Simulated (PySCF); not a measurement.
Dipole response of Cr (chromium, neutral)

[Ar] 3d5 4s1, high-spin 7S determinant. All numbers are calculated (PySCF 2.14, the non-relativistic Hamiltonian (point nucleus), in aug-cc-pwCVTZ). Coupled (time-dependent) response in atomic units; α is the mean over directions.

| method | mean α (bohr³) | C₆ (like pair) | S(−4) |
| --- | --- | --- | --- |
| PW91 | 70.07 | 565.8 | 3849 |

S(−4) is the Cauchy moment in α(ω) = α(0) + S(−4) ω² + …

Reference α: 83 ± 12 bohr³ (recommended; Schwerdtfeger and Nagle, table of static dipole polarizabilities (2023 update)). Published C₆: 602.0 (Chu and Dalgarno (2004); Tang, Norbeck and Certain (1976)).

α(iu) at PW91:

```tsv
u (hartree)	α(iu) (bohr³)
0	70.07
0.0500	61.75
0.100	46.30
0.200	25.31
0.300	16.11
0.500	8.974
0.750	5.587
1.00	3.935
1.50	2.345
2.00	1.593
3.00	0.8910
5.00	0.4031
```

A single London oscillator, α(iu) = α/(1 + u²/ω²), gives C₆ = (3/4) ω α². Matching the computed C₆ needs ω = 4 × 565.8 / (3 × 70.07²) = 0.154 hartree.
